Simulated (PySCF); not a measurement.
## Iridium: a sound run and one with changed settings

Sound run: Ir²⁺ [Xe] 4f14 5d7, Ir³⁺ [Xe] 4f14 5d6. All numbers are calculated (PySCF 2.14, scalar relativity through the core potential, in def2-TZVP with the def2 core potential (60 electrons)). The sound run starts from symmetry-adapted Hartree-Fock orbitals and uses a fine grid where one is needed.

Changed run: 26 angular points. This setting is unsound on purpose.

| species | method | sound run (hartree) | changed run (hartree) | converged |
| --- | --- | --- | --- | --- |
| Ir²⁺ | UHF | -102.58478 | -102.58478 | yes |
| Ir²⁺ | MN15 | -103.08029 | -103.03902 | yes |
| Ir²⁺ | r2SCAN | -103.29728 | -103.32035 | yes |
| Ir³⁺ | UHF | -101.57417 | -101.57417 | yes |
| Ir³⁺ | MN15 | -102.00705 | -101.98641 | yes |
| Ir³⁺ | r2SCAN | -102.23057 | -102.24787 | yes |

Ionisation energy of Ir²⁺:

```tsv
method	sound run (eV)	changed run (eV)
UHF	27.500	27.500
MN15	29.205	28.643
r2SCAN	29.026	29.184
```

A coarse angular grid integrates products of high-l functions wrongly, so density functionals can shift, and the SCF can exploit the error; Hartree-Fock and MP2 need no grid.

For comparison, NIST gives 28 ± 1.6 eV between the lowest levels.
